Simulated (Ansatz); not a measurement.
AsH3, relaxed as a singlet with RKS PBE-D4/def2-TZVP in Ansatz, starting from the GFN2-xTB geometry. Force threshold 0.02 eV/Å.

Start:

```csv
atom,x (Å),y (Å),z (Å)
As1,0.1865,0.0676,-0.6253
H2,0.7305,-0.9339,0.3438
H3,-1.1969,-0.2517,-0.1539
H4,0.2798,1.1180,0.4354
```

(1) Estimate the energy that the relaxation releases and the steps that it takes.

(2) Does the start keep its bonding and symmetry?

(3) Predict the relaxed structure.

Answers

(1) 0.05 eV, in 4 steps; 1.5 s on 2 threads of Intel Xeon 6975P-C on a shared host. No frequencies were taken in this run, so the end may be a saddle point.

(2) By distances, no bond broke or formed. The bond that changes most is As1–H4, from 1.50 to 1.54 Å (atoms count from 1).

(3) 
```xyz
4

As    0.185    0.068   -0.622
H     0.763   -0.972    0.349
H    -1.245   -0.264   -0.171
H     0.297    1.168    0.444
```
Bond lengths: 3 × As–H 1.54 Å.
